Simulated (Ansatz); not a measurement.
Mulliken charges of `[SiH3][O][Ge]([Cl])([Cl])[Cl]` from B3LYP/def2-TZVPP in Ansatz (PBE0-D4/def2-TZVP geometry).

```csv
atom,x (Å),y (Å),z (Å),charge (e)
Si1,0.190,-1.459,0.727,0.419
O2,0.627,-0.216,-0.273,-0.434
Ge3,-0.041,1.315,-0.735,0.891
Cl4,-1.946,1.033,-1.623,-0.236
Cl5,1.283,2.197,-2.123,-0.227
Cl6,-0.245,2.559,0.969,-0.236
H7,1.254,-2.482,0.616,-0.055
H8,-1.116,-2.021,0.299,-0.060
H9,0.083,-0.973,2.125,-0.060
```

Q: By hand: the dipole of these point charges (1 e Å = 4.8032 D).

A: Σ q r = (-0.010, -0.376, 0.225) e Å, of length 0.438 e Å = 2.10 D.

Q: How does the dipole of the full density compare? (Best estimate.)

A: Computed: (-0.016, -0.163, 0.104) e Å, 0.93 D; the point charges give 2.26 times that, at 4° from its direction.

Point charges leave out the atoms' own dipoles, such as those of lone pairs, and Mulliken's split depends on the basis, so the two needn't agree.

B3LYP here is the variant with VWN-RPA as its local correlation; programs differ in this.
